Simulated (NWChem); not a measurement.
BHF, doublet; SMILES [BH]F

```xyz
3

B      0.1523     0.7257     0.0000
F      0.0052    -0.5669     0.0000
H     -0.8085     1.4737     0.0000
```
Atoms are numbered in this order, from 1.

Results from NWChem. Spin-unrestricted. In the optimisation the excess spin sits in a' (Cs, its own frame). Coordinates come from a PBE0/def2-SVP, spin-unrestricted optimisation. No stability test was run on the SCF state. Total energies compare along this basis series because the functional is fixed.

```csv
level,basis functions,energy (Ha),highest occupied level (eV),"lowest empty minus highest occupied level, either spin (eV)",dipole (D)
PBE/STO-3G,11,-123.3316,-0.96,2.46,0.66
PBE/def2-SVP,33,-125.0123,-4.70,2.30,0.48
PBE/def2-SVPD,51,-125.0208,-4.90,2.26,0.56
PBE/def2-TZVP,68,-125.1647,-4.85,2.30,0.56
PBE/def2-TZVPD,86,-125.1655,-4.88,2.28,0.57
PBE/def2-TZVPP,76,-125.1649,-4.85,2.29,0.56
PBE/def2-QZVP,144,-125.1730,-4.87,2.28,0.55
```
